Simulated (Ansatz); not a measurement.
Mulliken charges of `BB1C=C1` from r2SCAN/def2-TZVPP in Ansatz (PBE0-D4/def2-TZVP geometry).

```json
{"atom": "B1", "x (Å)": "-0.655", "y (Å)": "1.446", "z (Å)": "-0.560", "charge (e)": "0.051"}
{"atom": "B2", "x (Å)": "-0.014", "y (Å)": "0.048", "z (Å)": "-0.028", "charge (e)": "-0.225"}
{"atom": "C3", "x (Å)": "0.771", "y (Å)": "-0.777", "z (Å)": "0.928", "charge (e)": "-0.046"}
{"atom": "C4", "x (Å)": "0.250", "y (Å)": "-1.413", "z (Å)": "-0.113", "charge (e)": "-0.046"}
{"atom": "H5", "x (Å)": "-1.750", "y (Å)": "1.802", "z (Å)": "-0.230", "charge (e)": "0.016"}
{"atom": "H6", "x (Å)": "-0.056", "y (Å)": "2.171", "z (Å)": "-1.303", "charge (e)": "0.016"}
{"atom": "H7", "x (Å)": "1.368", "y (Å)": "-0.941", "z (Å)": "1.813", "charge (e)": "0.117"}
{"atom": "H8", "x (Å)": "0.178", "y (Å)": "-2.392", "z (Å)": "-0.563", "charge (e)": "0.117"}
```

Problem. By hand: the dipole of these point charges (1 e Å = 4.8032 D).

Solution. Σ q r = (0.075, -0.163, 0.062) e Å, of length 0.190 e Å = 0.91 D.

Problem. How does the dipole of the full density compare? (An estimate is asked.)

Solution. The calculation gave: (0.145, -0.316, 0.120) e Å, 1.77 D; the point charges give 0.51 times that, at 0° from its direction.

Point charges leave out the atoms' own dipoles, such as those of lone pairs, and Mulliken's split depends on the basis, so the two needn't agree.
